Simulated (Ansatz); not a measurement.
Consider the redistribution: `[NH2][Cd][F]` + `[F][Ga]([SH])[Cl]` → `[F][Cd][Cl]` + `[NH2][Ga]([F])[SH]`.

Computed with Ansatz on PBE0-D4/def2-TZVP structures; ΔE is electronic, products minus reactants. CCSD(T)/CBS is the MP2 limit (def2-TZVPP, def2-QZVPP) plus CCSD(T) − MP2 in def2-TZVPP, frozen cores. Functionals use def2-TZVPP. B3LYP here is the variant with VWN-RPA as its local correlation; programs differ in this. def2 core potentials past Kr. For Cd, Ga outer-core shells are correlated without core-valence functions, which leaves a few kJ/mol of doubt a bond. Scalar relativity is left out up to krypton. One conformer a species, not always the lowest.

`[NH2][Cd][F]`:

Cartesian coordinates in Å:
```
N -0.379 -0.803 -0.567
Cd 0.052 0.841 0.484
F 0.317 2.480 1.479
H 0.223 -0.880 -1.381
H -0.213 -1.638 -0.016
```

`[F][Ga]([SH])[Cl]`:

Cartesian coordinates in Å:
```
F -1.385 -0.451 -1.141
Ga -0.150 -0.489 0.089
S 1.062 1.279 0.423
Cl 0.062 -2.294 1.171
H 0.411 1.955 -0.542
```

`[F][Cd][Cl]`:

Z-matrix (Å, degrees):
```
Cd
F 1 1.929
Cl 1 2.252 2 180.0
```

`[NH2][Ga]([F])[SH]`:

Cartesian coordinates in Å:
```
N 1.155 0.202 0.978
Ga -0.266 0.135 -0.122
F -1.200 1.612 -0.273
S -0.999 -1.603 -1.219
H 1.848 -0.524 1.020
H 1.494 1.080 1.334
H -2.032 -0.902 -1.717
```

```csv
level,ΔE (kJ/mol)
B3LYP,-46.3
MP2/CBS(def2),-50.7
```

Problem. What does CCSD(T)/CBS give? (Best estimate.)

Solution. The calculation gave: -55.2 kJ/mol. The listed levels differ from it by 8.9, 4.5 kJ/mol.

Largest T1 diagnostic among the species: 0.016.

In def2-TZVPP, CCSD(T) changes the Hartree–Fock value by +28.6 kJ/mol (the triples alone add +4.9 kJ/mol) and MP2 by +33.1 kJ/mol. From PBE to PBE0 (25 % exact exchange), in def2-TZVPP and without D4, ΔE moves by −10.6 kJ/mol.
